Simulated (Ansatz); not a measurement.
Geometry optimisation, Ansatz 0.2.0, UKS B3LYP-D4/6-31G*.

input.yaml

```yaml
crystal:
  periodic: [false, false, false]
  atoms:
    - { symbol: Si, position_ang: [-0.12993, 1.80457, -0.10009] }
    - { symbol: C, position_ang: [-0.09738, 0.06761, -0.36658] }
    - { symbol: O, position_ang: [-1.12549, -0.8485, 0.20049] }
    - { symbol: Si, position_ang: [0.30903, -1.64858, 0.12951] }
    - { symbol: H, position_ang: [0.97399, 2.54738, -0.69432] }
    - { symbol: H, position_ang: [-1.21505, 2.68667, 0.31571] }
    - { symbol: H, position_ang: [-1.82552, -1.20267, 0.80433] }
    - { symbol: H, position_ang: [0.39069, -2.65802, -0.90799] }
magnetization:
  spin_polarized: true
basis:
  gaussian: { orbitals: "6-31G*" }
hamiltonian:
  xc: b3lyp
  dispersion: d4
relax:
  f_tol: 0.02
  max_steps: 50
```

Command:

```bash
$ ansatz run input.yaml --threads 2 --pin off --max-ram 3072MiB --backend cpu --events-out ev --progress --plain --runs-dir out
```

Problem. Where does it end, and by what steps?

Solution. It converged. After 10 steps the energy has fallen by 2.279 eV; H8 moved furthest, 0.58 Å.

```json
{"step": "0", "energy less start (eV)": "0.0000", "largest force component (eV/Å)": "5.974", "accepted": "yes"}
{"step": "1", "energy less start (eV)": "-1.0497", "largest force component (eV/Å)": "3.405", "accepted": "yes"}
{"step": "2", "energy less start (eV)": "-1.7376", "largest force component (eV/Å)": "1.796", "accepted": "yes"}
{"step": "3", "energy less start (eV)": "-2.0333", "largest force component (eV/Å)": "1.222", "accepted": "yes"}
{"step": "4", "energy less start (eV)": "-2.1726", "largest force component (eV/Å)": "1.413", "accepted": "yes"}
{"step": "5", "energy less start (eV)": "-2.2265", "largest force component (eV/Å)": "1.253", "accepted": "yes"}
{"step": "6", "energy less start (eV)": "-2.2656", "largest force component (eV/Å)": "0.458", "accepted": "yes"}
{"step": "7", "energy less start (eV)": "-2.2761", "largest force component (eV/Å)": "0.157", "accepted": "yes"}
{"step": "8", "energy less start (eV)": "-2.2781", "largest force component (eV/Å)": "0.112", "accepted": "yes"}
{"step": "9", "energy less start (eV)": "-2.2788", "largest force component (eV/Å)": "0.037", "accepted": "yes"}
{"step": "10", "energy less start (eV)": "-2.2789", "largest force component (eV/Å)": "0.015", "accepted": "yes"}
```

```xyz
8
Properties=species:S:1:pos:R:3
Si -0.184 1.640 -0.270
C -0.139 -0.063 -0.033
O -1.333 -0.896 0.198
Si 0.571 -1.790 0.186
H 1.089 2.362 -0.454
H -1.411 2.448 -0.082
H -1.660 -0.744 1.102
H 0.347 -2.208 -1.266
```

Whether the end is a true minimum wasn't checked by a vibrational analysis.

The run took 35 s on 2 threads of AMD EPYC 7R43 64-Core Processor (Zen 3), on a shared host, peak memory 0.22 GiB.
